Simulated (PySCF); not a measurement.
Working out the ionisation energy of As⁺

As⁺ [Ar] 3d10 4s2 4p2 (3P) → As²⁺ [Ar] 3d10 4s2 4p1 (2P). Calculation: PySCF 2.14, in cc-pVTZ-DK (6s5p3d1f, 43 functions); scalar relativity by spin-free X2C-1e. Frozen: [Ar] 3d10. Energies in hartree (1 hartree = 27.21139 eV):

```tsv
part	As⁺ (lower)	As²⁺ (upper)
UHF	-2258.668413	-2258.007762
CCSD correlation	-0.068808	-0.054020
(T)	-0.001604	-0.000709
```

What does Hartree-Fock give?

(-2258.007762) − (-2258.668413) = 0.660651 hartree = 17.977 eV.

What do CCSD and CCSD(T) give?

The CCSD correlation energies differ by 0.014788 hartree = 0.402 eV and the triples by 0.000895 hartree = 0.024 eV, so CCSD gives 18.379 eV and CCSD(T) 18.403 eV.

Reference: 18.589 eV (measured; NIST Atomic Spectra Database, ionization energies), between the lowest levels; spin-orbit coupling is absent from the calculation.

What remains against the reference includes basis incompleteness, the frozen core and higher excitations.
